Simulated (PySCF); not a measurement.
Ionisation energy of Ta⁵²⁺ by level of theory

Ta⁵²⁺ [Ar] 3d3 [3d3/2^3, M_J = 3/2] → Ta⁵³⁺ [Ar] 3d2 [3d3/2^2, M_J = 2], as a difference of total energies. All numbers are calculated (PySCF 2.14, the two-component X2C-1e Hamiltonian, in an uncontracted even-tempered set (15 s from 14 bohr⁻², ratio 2.8; 12 p from 18 bohr⁻², ratio 2.8; 8 d from 18 bohr⁻², ratio 2.8; 3 f from 59 bohr⁻², ratio 3)). Correlated levels: [Ne] frozen; the 72 highest virtual spinors dropped. "Screened" scales the spin-orbit matrix elements by Boettger's factors to mimic the two-electron term; Breit and QED terms are absent.

| method | ionisation energy (eV) |
| --- | --- |
| GHF (spin-free) | 4850.8 |
| GMP2 (spin-free) | 4850.5 |
| GHF (screened spin-orbit) | 4879.7 |
| GMP2 (screened spin-orbit) | 4880.5 |

Breit and QED terms and the two-electron picture change are absent.

The spin-free rows relax to the high-spin LS determinant and lack the spin-orbit shift.

The labels give the starting determinants; with spin-orbit coupling the two ends relaxed to ⟨J²⟩ = 3.77, ⟨L²⟩ = 7.67, ⟨S²⟩ = 2.09 and ⟨J²⟩ = 6.01, ⟨L²⟩ = 10.14, ⟨S²⟩ = 1.54.

For comparison: 4877 ± 4 eV (theoretical estimate listed by NIST; NIST Atomic Spectra Database, ionization energies).
